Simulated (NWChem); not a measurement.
System: CHO2 cation; SMILES O=C=[OH+]

Input file for NWChem:

```
start job
memory heap 200 mb stack 900 mb global 1100 mb
charge 1
geometry units angstroms noautosym nocenter noautoz
  O      0.035541    -1.224123     0.000000
  C      0.004729    -0.085186     0.000000
  O     -0.164029     1.128390     0.000000
  H      0.606035     1.766601     0.000000
end
basis spherical
  O library def2-tzvp
  C library def2-tzvp
  H library def2-tzvp
end
dft
  xc pbe0
  iterations 150
end
tddft
  cis
  ecut -9.0
  nroots 6
  notriplet
end
task tddft energy
```

Coordinates come from a PBE-D3(BJ)/def2-SVP optimisation.

Core excitations by TDA in a window of 1s orbitals, non-relativistic and unshifted: absolute energies depend strongly on the exact-exchange share.

Q: What results follow from this input? (PBE0/def2-TZVP, restricted-window TDA.) Quantities: first 1s excitation (eV); dipole oscillator strength of the first; first state with f > 0.002 (eV); dipole oscillator strength of that state.

A: 
| Property | Result |
|---|---|
| first 1s excitation (eV) | 279.9 |
| dipole oscillator strength of the first | 0.0725 |
| first state with f > 0.002 (eV) | 279.9 |
| dipole oscillator strength of that state | 0.0725 |
